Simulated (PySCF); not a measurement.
H₅N₂OSTa, multiplicity 1. Atoms are numbered in the order given.

```xyz
10

Ta    -0.1397    -0.0123     0.0000
S      2.0328    -0.0615     0.0000
O     -0.9865    -1.7176     0.0000
H     -0.7153    -2.6392     0.0000
N     -0.7218     0.9475    -1.6258
H     -1.6942     1.0851    -1.8922
H     -0.1119     1.4136    -2.2913
N     -0.7218     0.9475     1.6258
H     -0.1119     1.4136     2.2913
H     -1.6942     1.0851     1.8922
```

Geometry: PBE0-D3(BJ)/def2-SVP. The spin state was assumed, not searched. The structure was generated by enumeration; whether it is a known compound was not checked. The def2 effective core potentials stand for the cores of Ta; spin–orbit coupling is left out. The values are those of a single conformer.

Level of theory: PySCF with TDDFT-PBE/def2-SVPD.

Vertical excitations. Gas-phase values at a fixed geometry. State labels are in the subgroup Cs.

```tsv
state	symmetry	energy (eV)	λ (nm)	f	main pairs
S1	A"	4.33	287	0.000	HOMO−1→LUMO 94 %
S2	A'	4.35	285	0.008	HOMO→LUMO 89 %
S3	A'	4.58	270	0.001	HOMO−2→LUMO 51 %, HOMO−1→LUMO+1 42 %
S4	A"	4.70	264	0.017	HOMO→LUMO+1 75 %, HOMO−2→LUMO+1 15 %
S5	A"	4.71	263	0.002	HOMO−2→LUMO+1 78 %, HOMO→LUMO+1 13 %
S6	A"	5.09	243	0.005	HOMO−3→LUMO 77 %, HOMO→LUMO+2 15 %
S7	A'	5.17	240	0.037	HOMO−1→LUMO+1 37 %, HOMO−2→LUMO 22 %, HOMO−1→LUMO+2 12 %, HOMO−1→LUMO+3 7 %
S8	A"	5.19	239	0.005	HOMO→LUMO+2 81 %
S9	A"	5.27	235	0.000	HOMO→LUMO+3 86 %
S10	A'	5.29	234	0.022	HOMO−1→LUMO+3 80 %, HOMO−1→LUMO+2 17 %
T1	A'	3.80	327	0	HOMO−2→LUMO 72 %, HOMO→LUMO 15 %, HOMO−1→LUMO+1 11 %
T2	A"	4.02	308	0	HOMO−1→LUMO 84 %
T3	A'	4.15	299	0	HOMO→LUMO 75 %, HOMO−1→LUMO+1 19 %
T4	A'	4.16	298	0	HOMO−1→LUMO+1 67 %, HOMO−2→LUMO 22 %
```
Triplets are in the Tamm–Dancoff approximation, which puts them higher than full response would, so one can lie above its singlet here.
